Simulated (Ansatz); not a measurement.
```yaml
crystal:
  periodic: [false, false, false]
  atoms:
    - {symbol: Cu, position_ang: [-0.070460, -1.131419, 0.682328]}
    - {symbol: Cu, position_ang: [1.016543, -0.856506, 2.739223]}
    - {symbol: Cu, position_ang: [-0.153942, 0.945828, 1.888803]}
    - {symbol: Te, position_ang: [1.724515, 2.187324, -1.122813]}
    - {symbol: Te, position_ang: [-2.008412, 0.541343, 0.014292]}
    - {symbol: Te, position_ang: [-0.099509, -1.885302, -2.855532]}
    - {symbol: Te, position_ang: [-1.898036, -2.300732, -0.760671]}
    - {symbol: Te, position_ang: [1.765323, -0.604334, -1.182984]}
    - {symbol: Te, position_ang: [-0.276032, 3.103788, 0.597344]}
basis:
  gaussian: {orbitals: def2-TZVP, initial_orbitals: start.molden}
magnetization: {spin_polarized: true, initial_magnetization: 1}
hamiltonian: {xc: pbe0, dispersion: d4}
scf: {omitted_lower_state_checks: [starts]}
output: {orbitals: {seedname: orbitals}}
```

The file start.molden holds the orbitals of an earlier run on this structure, at another level or in another basis.

```sh
$ ansatz run in.yaml --threads 4 --pin off --events-out ev --progress --plain --max-ram 6963MiB
```

Does this run fit into the memory that it is given?

No. It has 435 basis functions, and Ansatz plans for 11 GiB where 7 GiB are given.
